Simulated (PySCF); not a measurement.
Point-charge models of `COc1cpcs1` against its computed dipole.

Coordinates (GFN2-xTB, Å) and charges (e) from the PBE0/pcSseg-1 density (PySCF):

| atom | x | y | z | Mulliken | IAO | Hirshfeld | ESP-fitted |
| --- | --- | --- | --- | --- | --- | --- | --- |
| C1 | -2.130 | -0.363 | 0.217 | -0.0543 | -0.2155 | -0.0356 | +0.0068 |
| O2 | -1.247 | 0.700 | -0.058 | -0.4409 | -0.3036 | -0.1004 | -0.3035 |
| C3 | 0.067 | 0.423 | -0.096 | +0.0746 | +0.0675 | +0.0510 | +0.1803 |
| C4 | 1.010 | 1.369 | -0.348 | -0.4002 | -0.4590 | -0.1653 | -0.1371 |
| P5 | 2.696 | 0.862 | -0.356 | +0.4686 | +0.3699 | +0.0667 | -0.0799 |
| C6 | 2.313 | -0.757 | -0.007 | -0.5753 | -0.5961 | -0.1603 | -0.3026 |
| S7 | 0.660 | -1.188 | 0.183 | +0.2354 | +0.3195 | +0.1074 | +0.0071 |
| H8 | -2.082 | -1.129 | -0.564 | +0.1236 | +0.1422 | +0.0414 | +0.0710 |
| H9 | -1.903 | -0.826 | 1.183 | +0.1243 | +0.1415 | +0.0402 | +0.0700 |
| H10 | -3.127 | 0.073 | 0.244 | +0.1422 | +0.1724 | +0.0624 | +0.1059 |
| H11 | 0.719 | 2.390 | -0.532 | +0.1330 | +0.1780 | +0.0472 | +0.1441 |
| H12 | 3.024 | -1.555 | 0.108 | +0.1691 | +0.1830 | +0.0454 | +0.2380 |

Task: Compute μ = Σ q r for each scheme (1 e·Å = 4.803 D) and compare with the dipole of the full density.

Result: The full density gives (-2.26, -1.56, 0.47) D, 2.79 D in size; dipole vectors point from the negative to the positive end.

| scheme | μx | μy | μz | size (D) | share of the full size (%) | angle to the full dipole (°) |
| --- | --- | --- | --- | --- | --- | --- |
| Mulliken | 0.11 | -2.03 | 0.41 | 2.07 | 74 | 57 |
| IAO | -1.03 | -2.25 | 0.53 | 2.53 | 91 | 30 |
| Hirshfeld | -1.29 | -1.17 | 0.32 | 1.77 | 64 | 7 |
| ESP-fitted | -2.22 | -1.59 | 0.48 | 2.77 | 99 | 1 |

Task: Which set comes closest?

Result: Length of the difference vector: ESP-fitted 0.05 D, Hirshfeld 1.06 D, IAO 1.41 D, Mulliken 2.42 D. Closest: ESP-fitted. ESP charges are fitted to the potential around the molecule, whose slowest-falling term is the dipole's. 

Task: What is left for the Hirshfeld atoms' own dipoles?

Result: The shares of the density sum to the whole, so what Σ q r misses lies in dipoles about the nuclei. The atomic dipoles sum to (-2.26, -1.56, 0.47) − (-1.29, -1.17, 0.32) = (-0.97, -0.39, 0.15) D, 1.06 D in size.

Task: With the origin at the mean of the coordinates, (0.000, 0.000, -0.002) Å, which are the largest single terms, by size, of the Hirshfeld dipole along the direction of the full one?

Result: C4 +1.31, C6 +1.12, P5 -0.87, H10 +0.76, H11 -0.46 D; all 12 atoms together +1.76 D. The single terms depend on the origin, their sum doesn't.

Task: Give the size of the full dipole in other units.

Result: 2.79 D = 1.097 au = 0.581 e·Å = 9.30 × 10⁻³⁰ C·m.

Isolated species at its GFN2-xTB geometry (one conformer only).

Conformer computed: `[CH3:1][O:2][c:3]1[cH:4][p:5][cH:6][s:7]1`: C1–O2–C3–C4 180°.
